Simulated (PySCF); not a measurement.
## Basis and Hamiltonian dependence of the ionisation energy of Ne⁺

Ne⁺ [He] 2s2 2p5 (2P) → Ne²⁺ [He] 2s2 2p4 (3P). All values are computed (PySCF 2.14, energy differences of UHF-based or UKS calculations, no spin-orbit coupling). Values in eV.

```
                                                            basis       Hamiltonian  functions     UHF  r2SCAN    PBE0  MP2 (valence)  CCSD(T) (valence)  CCSD(T) (valence and next inner shell)
                                                       x2c-SVPall     spin-free X2C         14  39.526  41.353     n/a         40.640             40.593                                     n/a
                                                       cc-pVDZ-DK     spin-free X2C         14  39.395     n/a     n/a         40.487             40.439                                     n/a
                                                 Sapporo-DZP-2012     spin-free X2C         18  39.368  41.241     n/a         40.560             40.491                                     n/a
                                                       cc-pVTZ-DK     spin-free X2C         30  39.263  41.140     n/a         40.721             40.676                                     n/a
                                                     x2c-TZVPPall     spin-free X2C         31  39.266  41.120  40.992         40.710             40.668                                  40.678
                                                      def2-TZVPPD  non-relativistic         40  39.287  41.138  41.008         40.736             40.696                                  40.706
                                                       dyall-av2z  non-relativistic         42  39.272  41.145  41.012         40.573             40.519                                     n/a
                                                   aug-cc-pVTZ-DK     spin-free X2C         46  39.247  41.119  40.990         40.746             40.709                                     n/a
                                                    aug-cc-pwCVTZ  non-relativistic         59  39.252  41.132  41.004         40.775             40.736                                  40.762
                                                       dyall-av3z     spin-free X2C         71  39.254  41.127  40.993         40.777             40.741                                     n/a
x2c-QZVPPall with one added diffuse shell each of s, p, d, f type     spin-free X2C         73  39.259  41.118  40.990         40.860             40.826                                  40.841
                                                      dyall-acv3z     spin-free X2C         76  39.254  41.127  40.993         40.777             40.741                                  40.761
                                                  aug-cc-pCVQZ-DK     spin-free X2C        109  39.248  41.118  40.988         40.882                n/a                                     n/a
                                                      aug-cc-pV5Z  non-relativistic        127  39.271  41.138  41.008         40.950                n/a                                     n/a
```

Frozen in the all-electron rows: valence: 1s2; valence and next inner shell: nothing.

Between the lowest levels the reference is 40.963 eV (measured; NIST Atomic Spectra Database, ionization energies); it includes spin-orbit coupling, which these numbers lack.
